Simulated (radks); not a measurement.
Species: Os3+. Configuration: [Xe] 4f14 5d5. Method: Dirac Kohn-Sham, LDA (Slater exchange, Perdew-Wang correlation), spin-unpolarised, spherical densities, point nucleus; open shells are shared between the two j in proportion to 2j + 1; speed of light set to 116.481 atomic units (0.85 times the physical value, a model run); computed with a radial shooting solver on a logarithmic mesh with Libxc functionals.

Unscreened Slater integrals over Kohn-Sham orbitals (eV). Large and small components are both included.

integral          value
F0(5d5/2,5d5/2)  14.915
F2(5d5/2,5d5/2)  7.7894
F4(5d5/2,5d5/2)  5.1597
F0(5d5/2,5d3/2)  15.204
F2(5d5/2,5d3/2)  7.9266
G2(5d5/2,5d3/2)  7.9114
G4(5d5/2,5d3/2)  5.2421
F0(5d5/2,4f7/2)  19.225
F2(5d5/2,4f7/2)  4.4833
F4(5d5/2,4f7/2)  2.1001
G1(5d5/2,4f7/2)  1.6114
G3(5d5/2,4f7/2)  1.4516
G5(5d5/2,4f7/2)  1.1437
F0(5d5/2,5p3/2)  17.041
F2(5d5/2,5p3/2)  8.3783
G1(5d5/2,5p3/2)  10.008
G3(5d5/2,5p3/2)  6.1844
F0(5d3/2,5d3/2)  15.513
F2(5d3/2,5d3/2)  8.0952
F0(5d3/2,4f7/2)  19.930
F2(5d3/2,4f7/2)  4.8487
G3(5d3/2,4f7/2)  1.6225
G5(5d3/2,4f7/2)  1.2724
F0(5d3/2,5p3/2)  17.505
F2(5d3/2,5p3/2)  8.7677
G1(5d3/2,5p3/2)  10.714
G3(5d3/2,5p3/2)  6.6189
F0(4f7/2,4f7/2)  43.993
F2(4f7/2,4f7/2)  21.449
F4(4f7/2,4f7/2)  13.570
F6(4f7/2,4f7/2)  9.7955
F0(4f7/2,5p3/2)  25.375
F2(4f7/2,5p3/2)  8.0079
G2(4f7/2,5p3/2)  3.3342
G4(4f7/2,5p3/2)  2.7408
F0(5p3/2,5p3/2)  20.671
F2(5p3/2,5p3/2)  11.131
